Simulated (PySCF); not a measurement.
## First hyperpolarisability: SMILES Brc1cc(-c2ccncc2)c2ccccn12, C₁₃H₉BrN₂

Geometry (Å), atoms numbered from 1 in this order:
```xyz
25

Br   -2.4544   -3.4890    1.4303
C    -1.4182   -2.0156    0.8867
C    -0.0493   -1.9052    0.8144
C     0.2510   -0.6205    0.3281
C     1.5856   -0.1039    0.0749
C     1.8627    0.7395   -1.0029
C     3.1593    1.1868   -1.1836
N     4.1671    0.8599   -0.3920
C     3.9113    0.0496    0.6221
C     2.6558   -0.4597    0.8984
C    -0.9720    0.0339    0.1325
C    -1.3311    1.3368   -0.2519
C    -2.6481    1.6869   -0.3220
C    -3.6488    0.7407   -0.0016
C    -3.3032   -0.5065    0.4046
N    -1.9914   -0.8533    0.4834
H     0.6507   -2.6797    1.0582
H     1.0871    1.0150   -1.7005
H     3.4101    1.8386   -2.0108
H     4.7613   -0.1999    1.2439
H     2.5003   -1.1088    1.7460
H    -0.5488    2.0454   -0.4708
H    -2.9365    2.6833   -0.6149
H    -4.6892    1.0119   -0.0669
H    -4.0221   -1.2619    0.6823
```

Theory: quadratic response B3LYP/def2-SVPD first hyperpolarisability, Taylor convention, gas phase in PySCF. Geometry: GFN2-xTB.

The calculation is non-relativistic, which matters for the atoms heavier than Zn.

Q: What is the first hyperpolarisability, and how does it disperse?

A: In au, Taylor convention; the vector part is βᵢ = ⅓ Σⱼ (βᵢⱼⱼ + βⱼᵢⱼ + βⱼⱼᵢ); β∥ is 3/5 of the vector part along the dipole, the dipole points from − to +:
```
                   process  λ (nm)  β vector norm      β∥   β HRS  depolarisation ratio
           static β(0;0,0)       ∞         1338.8   742.9   666.1                  3.19
second harmonic β(−2ω;ω,ω)    1907         1621.7   904.1   792.8                  3.33
         Pockels β(−ω;ω,0)    1907         1424.9   791.9       –                     –
second harmonic β(−2ω;ω,ω)    1064         2650.2  1492.4  1250.5                  3.68
         Pockels β(−ω;ω,0)    1064         1644.5   917.1       –                     –
```

Q: Which lowest excitations, dipole and polarisabilities go with it?

A: S1 3.49 eV (f = 0.118); S2 3.96 eV (f = 0.191); S3 4.20 eV (f = 0.019); dipole 3.67 D; isotropic α 197.6 au static, 198.9 au at 1907 nm, 202.1 au at 1064 nm, 203.2 au at 953.5 nm, 220.3 au at 532 nm.
